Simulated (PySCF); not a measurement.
Isomers of C6H5FSi side by side.

PySCF, wB97X-D/def2-SVPD, density fitting, gas phase; each molecule at its own GFN2-xTB geometry, one conformer. Singlet excitations by full TDDFT with frozen cores and triplets by Tamm–Dancoff TDDFT. 

Torsions of the conformers computed, which needn't be the lowest (atom-mapped SMILES):
- `[CH:1]#[C:2]/[CH:3]=[C:4](/[F:5])[SiH2:6][C:7]#[CH:8]`: C3–C4–Si6–C7 -72°
- `[CH:1]#[C:2]/[CH:3]=[C:4](/[C:5]#[CH:6])[SiH2:7][F:8]`: C3–C4–Si7–F8 -140°
- `[CH:1]#[C:2]/[CH:3]=[C:4](\[F:5])[SiH2:6][C:7]#[CH:8]`: C3–C4–Si6–C7 0°
- `[CH:1]#[C:2]/[CH:3]=[C:4](\[C:5]#[CH:6])[SiH2:7][F:8]`: C3–C4–Si7–F8 0°

Reference: `C#CC1=C(F)[SiH2]C=C1`, with HOMO energy -8.37 eV, LUMO energy -0.25 eV, lowest singlet excitation 4.03 eV, lowest triplet excitation 2.40 eV, mean polarisability 94.6 au and dipole moment 1.63 D.

Changes against it:

```tsv
molecule	Δ electronic energy (kcal/mol)	Δ HOMO energy (eV)	Δ LUMO energy (eV)	Δ lowest singlet excitation (eV)	Δ lowest triplet excitation (eV)	Δ mean polarisability (au)	Δ dipole moment (D)
C#C/C=C(/C#C)[SiH2]F	-5.9	-0.43	-0.26	+0.63	+0.34	+6.1	+0.32
C#CC1=C[SiH2]C=C1F	-5.6	-0.28	-0.10	+0.18	+0.15	-0.2	-0.02
C#CC1=CC=C(F)[SiH2]1	-2.0	+0.25	-0.15	-0.30	-0.24	+2.6	-0.98
C#C[C@@H]1[C@H](F)[Si@@H]1C#C	+44.7	-0.17	+0.99	+1.36	+1.85	-0.7	+0.49
C#C[C@@H]1[C@@H](F)[Si@@H]1C#C	+42.5	-0.33	+0.94	+1.42	+1.91	-0.3	+0.71
C#C[Si@@H]1C=CC=C1F	-7.8	-0.11	+0.30	+0.11	+0.14	-5.3	-0.07
C#C/C=C(\F)[SiH2]C#C	+28.5	-0.58	+0.64	+1.33	+0.98	+3.4	+0.23
C#C/C=C(\C#C)[SiH2]F	-7.1	-0.43	-0.13	+0.68	+0.40	+3.6	-0.05
C#CC1=CC(F)=C[SiH2]1	-8.4	-0.03	-0.25	-0.09	-0.08	+2.5	-0.33
```

Rows whose labels were lost:

```json
{"row": "P", "Δ electronic energy (kcal/mol)": "-46.4", "Δ HOMO energy (eV)": "+0.01", "Δ LUMO energy (eV)": "-0.53", "Δ lowest singlet excitation (eV)": "-0.48", "Δ lowest triplet excitation (eV)": "-0.36", "Δ mean polarisability (au)": "-0.7", "Δ dipole moment (D)": "+0.45"}
{"row": "Q", "Δ electronic energy (kcal/mol)": "+29.7", "Δ HOMO energy (eV)": "-0.58", "Δ LUMO energy (eV)": "+0.59", "Δ lowest singlet excitation (eV)": "+1.32", "Δ lowest triplet excitation (eV)": "+0.93", "Δ mean polarisability (au)": "-0.8", "Δ dipole moment (D)": "-0.16"}
{"row": "R", "Δ electronic energy (kcal/mol)": "+42.6", "Δ HOMO energy (eV)": "-0.31", "Δ LUMO energy (eV)": "+0.91", "Δ lowest singlet excitation (eV)": "+1.44", "Δ lowest triplet excitation (eV)": "+1.89", "Δ mean polarisability (au)": "+2.1", "Δ dipole moment (D)": "+0.33"}
```

Which row belongs to which of `C#CC1=CC=C[Si@H]1F`, `C#C[C@@H]1[C@@H](F)[Si@H]1C#C` and `C#C/C=C(/F)[SiH2]C#C`?

P = `C#CC1=CC=C[Si@H]1F`, Q = `C#C/C=C(/F)[SiH2]C#C` and R = `C#C[C@@H]1[C@@H](F)[Si@H]1C#C`. P and Q are told apart most clearly by the electronic energy (-46.4 against +29.7 kcal/mol); P and R are told apart most clearly by the electronic energy (-46.4 against +42.6 kcal/mol); Q and R are told apart most clearly by the electronic energy (+29.7 against +42.6 kcal/mol); R lies nearest to the labelled row of `C#C[C@@H]1[C@H](F)[Si@@H]1C#C`.

Which row has the smallest HOMO–LUMO gap and which the largest, and does the HOMO or the LUMO shift more there?

Smallest, counted from the reference: P, -0.54 eV (HOMO +0.01, LUMO -0.53), the larger shift being that of the LUMO. Largest: `C#C[C@@H]1[C@@H](F)[Si@@H]1C#C`, +1.27 eV (HOMO -0.33, LUMO +0.94), the larger shift being that of the LUMO.

Fit a straight line for the change of the lowest triplet excitation against that of the electronic energy over the labelled rows, and test it on P, Q and R.

Over the 9 labelled rows the slope is 0.0331 eV/kcal/mol, the intercept +0.32 eV, r = 0.95 and the standard error 0.27 eV. P: predicted -1.22, computed -0.36 eV; Q: predicted +1.30, computed +0.93 eV; R: predicted +1.73, computed +1.89 eV. The mean miss is 0.46 eV, against 0.86 eV for guessing the labelled rows' mean: the line carries over to these rows.

The pairwise dispersion term of wB97X-D wasn't added to the energies; at a given geometry it leaves orbitals and properties as they are.
